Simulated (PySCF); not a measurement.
A GIAO shielding run with PySCF 2.14.0 with density-fitted response routines (density fitting, non-relativistic, gas phase) on SMILES [SiH3]OC(=C)CF, C3H7FOSi:

```
$ OMP_NUM_THREADS=1 python probes_run.py task.json out

{"job": {"kind": "nmr", "xc": "PBE0", "basis": "STO-3G", "pop": true}, "charge": 0, "multiplicity": 1}
C     -0.547086    -1.254033     0.545570
C     -0.187139    -0.359455    -0.377750
C     -0.471500    -0.508054    -1.842128
F     -1.133391    -1.667495    -2.115014
O      0.473513     0.800701    -0.157259
Si     0.872411     1.447859     1.345573
H     -0.323474    -1.121123     1.606572
H     -1.078738    -2.152072     0.233322
H     -1.076992     0.352173    -2.179576
H      0.482317    -0.484711    -2.398970
H     -0.365509     1.663629     2.149974
H      1.542494     2.737830     1.040648
H      1.794002     0.533673     2.081055
```

Hardware: 1 thread of an Arm Neoverse V2, shared host. The job also computes population analyses, field gradients.

**Question.** How large is the calculation?

**Answer.** 56 electrons, 41 basis functions and 633 auxiliary functions.

**Question.** How long does it take, and how much memory does it need?

**Answer.** 3.4 s of wall time, with 13 SCF cycles and 4 response iterations; peak memory 0.46 GiB. Times on a shared host scatter by some tens of per cent.

**Question.** And these other runs on the same molecule and hardware: GIAO shielding at B97-2/pcSseg-1; GIAO shielding at BHandHLYP/pcSseg-1; GIAO shielding at CAM-B3LYP/pcSseg-1; GIAO shielding at LC-wPBE/pcSseg-1; GIAO shielding at PBE0/6-31G; GIAO shielding at PBE0/pcSseg-1?

**Answer.** B97-2/pcSseg-1: 144 functions, 12 s; BHandHLYP/pcSseg-1: 144 functions, 12 s; CAM-B3LYP/pcSseg-1: 144 functions, 16 s; LC-wPBE/pcSseg-1: 144 functions, 20 s; PBE0/6-31G: 72 functions, 6.7 s; PBE0/pcSseg-1: 144 functions, 12 s.
